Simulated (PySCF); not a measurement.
CH10O2Si3. Atoms are numbered in the order given.

```xyz
16

C      2.2500    -0.2430     0.8630
Si     1.3277     0.4899    -0.5987
O      1.3847    -0.4819    -1.9675
Si    -0.9137     0.7137     0.0353
O     -1.0920     1.4768     1.5283
Si    -1.6948    -1.4671     0.2951
H      3.3253    -0.3581     0.6538
H      2.1322     0.4146     1.7407
H      1.8425    -1.2308     1.1342
H      1.9636     1.7777    -0.9984
H      0.8465    -1.2799    -1.9553
H     -1.7206     1.3917    -1.0306
H     -0.8037     2.3947     1.5692
H     -0.9729    -2.1368     1.4180
H     -3.1649    -1.5718     0.5225
H     -1.3572    -2.2123    -0.9621
```
Charge 0, spin multiplicity 1.

Geometry optimised at ωB97X-D3(BJ)/def2-SVP. The structure was generated by enumeration; whether it is a known compound was not checked. The values are those of a single conformer.

Method: SMD-B3LYP/def2-SVP in PySCF.

Solvation free energies are E(SMD) − E(gas) at the gas-phase geometry, for 1 M in both phases. In vacuum the dipole moment is 0.86 D.

```tsv
solvent	ΔG(solv) (kcal/mol)	its non-electrostatic (CDS) part	dipole (D)
water	-5.4	5.1	0.96
toluene	-3.5	-1.4	0.93
cyclohexanone	-4.8	-0.3	0.97
```
